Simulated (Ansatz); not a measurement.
Ge₂H₁₀Si₂ (`[SiH3][SiH2][GeH2][GeH3]`), 14 atoms. The species carries charge 0 and has multiplicity 1. Correlated methods include outer-core shells of Ge, which these sets cover unevenly. Scalar relativity is left out up to krypton. All runs use 4 threads of an Arm Neoverse V2 on a shared host. Correlated methods freeze the cores.

(1) How many basis functions does each run have, and how long does it take in Ansatz? RKS PBE0-D4/def2-TZVP frequencies; RKS ωB97M-V/def2-QZVPP energy; RKS PBE0-D4/def2-QZVPP energy; RKS ωB97M-V/def2-SVP energy; RKS PBE0-D4/def2-TZVP relaxation (10 steps); RKS BHLYP-D4/def2-TZVPP energy; RKS r2SCAN0-D4/def2-TZVPP energy; RKS PBE0-D4/def2-SVP energy; RHF-MP2/def2-TZVPP energy; direct RPA on PBE orbitals/def2-TZVPP energy; RHF-MP2/def2-QZVPP energy; RKS PBE-D4/def2-TZVPP energy and forces. (An estimate is asked.)

## Answers

(1) The calculation gave: Other jobs shared the machine, so times are rough.

```tsv
level	job	functions	wall time	peak host memory (GiB)
RKS PBE0-D4/def2-SVP	energy	150	3 s	0.69
RKS PBE-D4/def2-TZVPP	energy and forces	320	5.5 s	0.58
RKS BHLYP-D4/def2-TZVPP	energy	320	10 s	1.5
RHF-MP2/def2-TZVPP	energy	320	11 s	1.1
RKS ωB97M-V/def2-SVP	energy	150	11 s	0.7
direct RPA on PBE orbitals/def2-TZVPP	energy	320	12 s	0.94
RKS r2SCAN0-D4/def2-TZVPP	energy	320	14 s	1.4
RKS PBE0-D4/def2-QZVPP	energy	618	31 s	3.6
RKS ωB97M-V/def2-QZVPP	energy	618	62 s	4.2
RHF-MP2/def2-QZVPP	energy	618	69 s	5.4
RKS PBE0-D4/def2-TZVP	relaxation (10 steps)	230	81 s	0.92
RKS PBE0-D4/def2-TZVP	frequencies	230	7.4 min	0.92
```
